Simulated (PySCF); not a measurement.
**EPR parameters of C7H9O**

Species: C₇H₉O (doublet state).
Atom-mapped SMILES: `[CH2:1]=[CH:2][CH:3][C@@H:4]1[CH:5]=[CH:6][CH2:7][O:8]1` (hydrogens: H9, H10 on C1; H11 on C2; H12 on C3; H13 on C4; H14 on C5; H15 on C6; H16, H17 on C7)

Cartesian coordinates in Å at the GFN2-xTB level; atoms count from 1:
```
atom  x, y, z in Å
C1     3.237    0.246   -0.557
C2     2.157   -0.334    0.049
C3     0.922    0.266    0.175
C4    -0.263   -0.390    0.801
C5    -1.209   -0.890   -0.267
C6    -2.349   -0.229   -0.194
C7    -2.300    0.740    0.946
O8    -1.039    0.534    1.562
H9     3.172    1.235   -0.976
H10    4.182   -0.259   -0.628
H11    2.272   -1.331    0.458
H12    0.761    1.262   -0.210
H13    0.062   -1.206    1.465
H14   -0.914   -1.645   -0.970
H15   -3.216   -0.326   -0.821
H16   -2.389    1.781    0.600
H17   -3.092    0.558    1.684
```

The hyperfine couplings belong to this conformer and change with its torsions.

Computed with UKS B3LYP, pcH-1 on C H O, non-relativistic, mean-field spin-orbit, GIAO in PySCF 2.14.0. The structure is a single GFN2-xTB conformer in the gas phase; no vibrational or solvent corrections. A GFN2-xTB geometry isn't a minimum of the functional, and hyperfine couplings can be far from their values at a DFT geometry. Stability of the SCF solution: not tested. ⟨S²⟩ is 0.776 where a pure state has 0.75.

- g1, g2, g3: 2.00211, 2.00270, 2.00284
- g_iso: 2.00255
- Form of g: rhombic: the two nearest values differ by 18 % of g3 − g1
- ⟨S²⟩: 0.7756 (exact 0.7500)
- α and β electrons: 30, 29
- Total energy: -347.31281 Eh

Hyperfine couplings atom by atom, in G; T1 to T3 are the principal values of the dipolar part (MHz turned into gauss with g_iso; 10 G = 1 mT):

```
atom  isotope  a_iso     T1     T2    T3  Mulliken spin population
  C1      13C   19.2  -18.1  -17.5  35.6                      0.67
  C2      13C  -16.9  -10.2    4.0   6.1                     -0.26
  C3      13C   20.8  -18.6  -18.1  36.8                      0.65
  C4      13C   -7.1   -0.4   -0.1   0.5                     -0.04
  C5      13C   13.3   -1.5   -0.9   2.5                      0.01
  C6      13C    1.1   -0.8   -0.5   1.4                      0.03
  C7      13C   -0.5   -0.2    0.0   0.2                      0.00
  O8      17O   -3.8   -2.1    0.9   1.2                      0.01
  H9       1H  -14.0   -7.6   -0.6   8.2                     -0.03
 H10       1H  -14.7   -8.9   -0.1   9.0                     -0.03
 H11       1H    4.2   -1.9   -0.5   2.3                      0.01
 H12       1H  -14.1   -7.6   -0.8   8.4                     -0.03
 H13       1H    7.6   -1.3   -1.0   2.3                      0.01
 H14       1H   -0.4   -1.0   -0.5   1.6                      0.00
 H15       1H    1.2   -0.5   -0.3   0.8                      0.00
 H16       1H    0.1   -0.4   -0.3   0.6                      0.00
 H17       1H   -0.2   -0.3   -0.2   0.5                      0.00
```

Largest spin populations (Mulliken): C1 (+0.67), C3 (+0.65) and C2 (-0.26). The positive populations add up to 1.39 and the negative ones to -0.39, together 2S = 1. The angles at C1 add up to 360.0°, so it is planar; its axial dipolar tensor and the negative couplings of its protons fit spin in a p orbital normal to that plane.

Axes: g2 points within 13° of the C3–H12 bond.

Under fast tumbling the dipolar parts average out, and these isotropic splittings remain (the largest six): 1 × 1H (H10, I = 1/2, 2 lines) with 1.47 mT, 1 × 1H (H12, I = 1/2, 2 lines) with 1.41 mT, 1 × 1H (H9, I = 1/2, 2 lines) with 1.40 mT, 1 × 1H (H13, I = 1/2, 2 lines) with 0.76 mT, 1 × 1H (H11, I = 1/2, 2 lines) with 0.42 mT and 1 × 1H (H15, I = 1/2, 2 lines) with 0.12 mT.

The 17O coupling of O8 (-10.6 MHz) shows only in satellite lines or after enrichment, since that isotope makes up about 0.038 % of natural oxygen.

The 13C coupling of C3 (58.3 MHz) shows only in satellite lines or after enrichment, since that isotope makes up about 1.07 % of natural carbon.

Examples of negative spin density at the nucleus (bohr⁻³): C2 (-0.0421), C4 (-0.0176) and H10 (-0.0092).

Time: 79 s of wall time (grids of density and orbitals included); peak memory 0.97 GiB. Hardware: an Arm Neoverse V2 with one thread, shared host with 96 logical CPUs at a one-minute load of 64.
